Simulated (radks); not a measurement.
Values are calculated unless marked as measured or tabulated.
Task: Al3+, 10 electrons, occupied as [Ne] (the NIST ground configuration). Code: a radial shooting solver on a logarithmic mesh with Libxc functionals. Model: scalar-relativistic Kohn-Sham, LB94 model potential, spin-unpolarised, spherical densities, finite nucleus; Fermi nuclear charge, rms radius 3.061 fm. Some entries of the table are withheld. Estimate them.

orbital,occ.,eigenvalue (eV),<1/r> (bohr^-1),<r> (bohr)
1s,2,-1588.071,(1),(2)
2s,2,(3),(4),(5)
2p,6,-117.3564,(6),0.5955

Result: 
(1) 1s <1/r> (bohr^-1): 12.66
(2) 1s <r> (bohr): 0.1196
(3) 2s eigenvalue (eV): -155.1883
(4) 2s <1/r> (bohr^-1): 2.332
(5) 2s <r> (bohr): 0.6254
(6) 2p <1/r> (bohr^-1): 2.238
